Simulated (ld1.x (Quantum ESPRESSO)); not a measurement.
## Before and after: ultrasoft potential for Tl (Z = 81)

Tl (Z = 81), ultrasoft, made with ld1.x (Quantum ESPRESSO) 7.5 (LDA (PZ), scalar-relativistic). Core [Xe] 4f14, reference 5d10 6s2 6p1. Waves: 6s (bound): rcut 2.25, rcutus 2.45 bohr; 6s channel at 1.95 Ry: rcut 2.25, rcutus 2.45 bohr; 6p (bound): rcut 2.35, rcutus 2.70 bohr; 6p channel at 4.05 Ry: rcut 2.35, rcutus 2.70 bohr; 5d (bound): rcut 1.65, rcutus 2.20 bohr; 5d channel at -0.35 Ry: rcut 1.65, rcutus 2.20 bohr. Local part: all-electron potential smoothed inside 2.15 bohr (lloc = -1). Core correction: Bessel-smoothed model core, default radius (core density twice the valence density). Augmentation charge: PSQ, radius 1.75 bohr.

Change: local potential all-electron potential smoothed inside 2.35 bohr (lloc = -1).

Cutoffs: the cutoffs (Ry, on a coarse ladder) from which the occupation-weighted sum of valence levels, in a spherical-Bessel basis at the reference potential, stays within 10 and 1 mRy of its value at 400 Ry; they do not see the model core or the augmentation charge, which bear on the density cutoff. Errors are all-electron minus pseudo energies relative to the spin-unpolarised reference configuration.

Problem. How do hardness, ghosts and transferability respond?

Solution. The potential gets neither clearly harder nor softer (25 Ry and 40 Ry → 25 Ry and 40 Ry); the errors of the 9 common tests hardly move; the range in which the s phases agree widens (upper end 2.5 → 4.0); neither file shows a bound ghost.

```tsv
quantity	base	changed
cutoff, loose	25 Ry	25 Ry
cutoff, tight	40 Ry	40 Ry
bound ghosts	none	none
error for 5d10 6s2 6p0, meV [ΔE 5.41 eV]	-2.8	-2.8
error for 5d10 6s1 6p0, meV [ΔE 26.61 eV]	-15	-15
error for 5d10 6s0 6p0, meV [ΔE 57.21 eV]	-47	-47
error for 5d10 6s0 6p3, meV [ΔE 15.40 eV]	-19	-19
error for 5d9 6s2 6p1, meV [ΔE 21.40 eV]	-42	-42
error for 5d9 6s0 6p0, meV [ΔE 109.27 eV]	-111	-111
error for 5d10 6s1 6p2, meV [ΔE 7.48 eV]	-5.1	-5.2
error for 5d10 6s2 6p1 (spin-polarised), meV [ΔE -0.11 eV]	+0.1	+0.1
error for 5d10 6s1 6p0 (spin-polarised), meV [ΔE 26.42 eV]	-16	-16
s: phases at 2.96 bohr within 0.05 rad from the reference energy up to (Ry; the scan ends near 5)	2.5	4.0
p: phases at 2.96 bohr within 0.05 rad from the reference energy up to (Ry; the scan ends near 5)	to the end of the scan	to the end of the scan
d: phases at 2.96 bohr within 0.05 rad from the reference energy up to (Ry; the scan ends near 5)	to the end of the scan	to the end of the scan
lowest overlap eigenvalue by channel	s 0.44, p 0.78, d 0.37	s 0.46, p 0.79, d 0.35
```
